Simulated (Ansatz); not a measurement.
Reaction (redistribution): `[CH3][Al]([SH])[SH]` + `[NH2][AlH][SiH3]` → `[CH3][Al]([NH2])[SH]` + `[SiH3][AlH][SH]`

Computed with Ansatz on PBE0-D4/def2-TZVP structures; ΔE is electronic, products minus reactants. CBS: MP2 limit from def2 TZ/QZ plus the TZ coupled-cluster correction, frozen cores. This one scheme is used for every species. Each species was taken in one conformer, which may not be the lowest.

| species | HF/def2-QZVPP energy (Eh) |
| --- | --- |
| `[CH3][Al]([SH])[SH]` | -1077.94774 |
| `[NH2][AlH][SiH3]` | -588.88300 |
| `[CH3][Al]([NH2])[SH]` | -735.44552 |
| `[SiH3][AlH][SH]` | -931.38566 |

Question: Work out ΔE.

Answer: ΔE = (-735.44552) + (-931.38566) − (-1077.94774) − (-588.88300) = -0.00044 Eh = -0.01 eV. CCSD(T)/CBS gives +0.02 eV.

Largest T1 diagnostic among the species: 0.013.

In def2-TZVPP, CCSD(T) changes the Hartree–Fock value by +0.04 eV (the triples alone add +0.01 eV) and MP2 by +0.05 eV.
